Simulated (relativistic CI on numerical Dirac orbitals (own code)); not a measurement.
# Fe3+ in a cubic cluster: 3s photoemission with charge transfer

Computed with a charge-transfer multiplet model of a cubic metal-ligand cluster with up to 2 ligand holes, Slater and spin-orbit integrals from Dirac-Coulomb-Breit ions, Slater integrals scaled by 0.8. The ground state mixes d5 with configurations of k ligand holes L, whose averages lie at kΔ + k(k − 1)U_dd/2; a core hole lowers each added d electron by U_cd. 300 K, Lorentzian 1.4 eV and Gaussian 0.8 eV FWHM.

Atomic integrals in eV (Slater integrals scaled, ζ unscaled), ground: F2dd 9.587, F4dd 5.993, zeta_d 0.056; with the core hole: F2dd 10.413, F4dd 6.546, zeta_d 0.065, G2cd 10.337.

Cluster parameters (eV): Δ = 2.7, U_cd = 6.9, 10Dq = 0.85, 10Dq(ligand) = 0.4, V(eg) = 2.7, V(t2g) = -1.4, final-state hopping factor = 1.

| Case | n_d | d5 | d6L | d7L2 | S |
| --- | --- | --- | --- | --- | --- |
| U_dd = 3.7 eV | 5.38 | 0.66 | 0.31 | 0.03 | 2.50 |
| U_dd = 5.1 eV | 5.36 | 0.67 | 0.31 | 0.03 | 2.50 |
| U_dd = 5.8 eV | 5.36 | 0.67 | 0.30 | 0.03 | 2.50 |

Weights, n_d and S are thermal averages at 300 K. Binding energies count from the first peak over 30 % of the highest in each spectrum, which can be another peak from case to case. The parameters are a model scan and need not match a compound or its usual spin state. Peaks in eV (height, largest 100):
- U_dd = 3.7 eV: 0.0 (100), 3.3 (12), 7.6 (29), 10.2 (45), 18.3 (21)
- U_dd = 5.1 eV: 0.0 (100), 3.4 (11), 7.9 (27), 10.3 (48), 18.5 (20)
- U_dd = 5.8 eV: 0.0 (100), 3.5 (11), 8.0 (26), 10.4 (49), 18.7 (20)

Curve for U_dd = 5.1 eV (points under 2 left out, the grid thinned):

```
E (eV)  Intensity
  -3.6        4.8
  -3.0        6.7
  -2.4       10.2
  -1.7       19.3
  -1.1       39.2
  -0.5       79.2
   0.1       98.7
   0.7       62.5
   1.3       30.1
   2.0       15.5
   2.6       11.5
   3.2       11.2
   3.8       10.8
   4.4        8.3
   5.1        6.4
   5.7        6.8
   6.3        8.9
   6.9       14.7
   7.5       23.9
   8.1       26.0
   8.8       21.4
   9.4       28.0
  10.0       43.8
  10.6       44.9
  11.2       31.8
  11.9       20.3
  12.5       13.1
  13.1        9.2
  13.7        7.2
  14.3        5.7
  14.9        4.6
  15.6        4.0
  16.2        4.4
  16.8        6.0
  17.4       10.2
  18.0       17.4
  18.7       19.8
  19.3       15.3
  19.9        9.8
  20.5        5.8
  21.1        3.9
  21.7        2.7
  24.0        2.2
  24.6        2.7
  25.2        2.0
```

For the case U_dd = 5.8 eV, Δ = 2.7 eV is smaller than U_dd = 5.8 eV, the charge-transfer side of the Zaanen-Sawatzky-Allen scheme. With the core hole the average of the configuration with one ligand hole lies at Δ − U_cd = -4.2 eV before mixing: the effective hopping of about 4.3 eV (from the holes of the mixed ground state) is comparable with this gap or larger, so the configurations mix strongly.

With at most 2 ligand holes the space is cut while the next configuration still counts, so covalency is underestimated, and a final configuration with one more ligand hole, which can lie low, is missing from the spectra.

Without intra-shell correlation the exchange splitting of the 3s hole comes out too large.
